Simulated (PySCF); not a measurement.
## [RuF3]+, quintet: computed properties

All numbers come from UB3LYP/[Ru def2-SVP with ECP28, F def2-SVP], scalar-relativistic core potentials, density fitting, no spin–orbit coupling, PySCF.

The structure is a minimum.

Coordinates in bohr (charge 1 multiplicity 5):
```
Ru    0.0000    0.0000   -0.2475
F     0.0000    0.0000    3.1279
F     3.3662    0.0000   -0.9003
F    -3.3662    0.0000   -0.9003
```

* Point group: C2v
* Bond lengths: Ru–F 1.786 Å, Ru–F 1.814 Å (×2)
* Bond angles: F–Ru–F 101.0° (×2), F–Ru–F 158.0°
* Zero-point energy: 16.2 kJ/mol
* Principal polarisabilities: 14.6, 27.0, 39.4 bohr³
* Rotational symmetry number: 2
* Rotational constants: 0.2701, 0.1398, 0.09213 cm⁻¹
* Enthalpy at 298.15 K above 0 K: 15.61 kJ/mol
* Highest occupied level (α): -16.52 eV
* Principal quadrupole moments (Buckingham, traceless) about the centre of mass: -5.59, 1.79, 3.80 D Å
* Entropy at 298.15 K and 1 bar (electronic part: spin only): 322.5 J/(mol K)
* Lowest empty level (β): -13.56 eV
* Dipole moment about the centre of mass: 1.59 D
* Heat capacity Cp at 298.15 K: 66.4 J/(mol K)
* Spin squared ⟨S²⟩: 6.010

Harmonic modes (masses in u: Ru 101.904, F 18.998):
| symmetry | ω (cm⁻¹) | IR (km/mol) |
| --- | --- | --- |
| b1 | 122 | 26.9 |
| a1 | 179 | 13.1 |
| b2 | 183 | 1.0 |
| a1 | 704 | 8.1 |
| a1 | 746 | 34.0 |
| b2 | 770 | 122 |

In C2v the vibrations span b1 + 3a1 + 2b2. Here b1 is antisymmetric to the molecular plane and b2 lies in it.

Charges (e):
```tsv
atom	Mulliken	Löwdin	polar tensor	spin (Mulliken)	Mayer order to Ru1
Ru1	1.55	0.92	2.10	3.10	–
F2	-0.14	0.07	-0.28	0.32	1.27
F3,4	-0.20	0.00	-0.41	0.29	1.16
```

Mulliken populations on Ru1 (electrons outside its core potential): s 2.24, p 6.34, d 5.85, f 0.03.

Formally Ru is in oxidation state +4, d4, with 4 unpaired electrons (the high-spin count). The Mulliken spin on Ru is 3.10. The polar-tensor charge on Ru, 2.10, is far below the formal one.

Only a few start shapes were tried, so a lower isomer may exist. Open d and f shells are described by one determinant, and the ground state may have another occupation or spin.

The final relaxation and frequency run took about 100 core-seconds on a shared host.
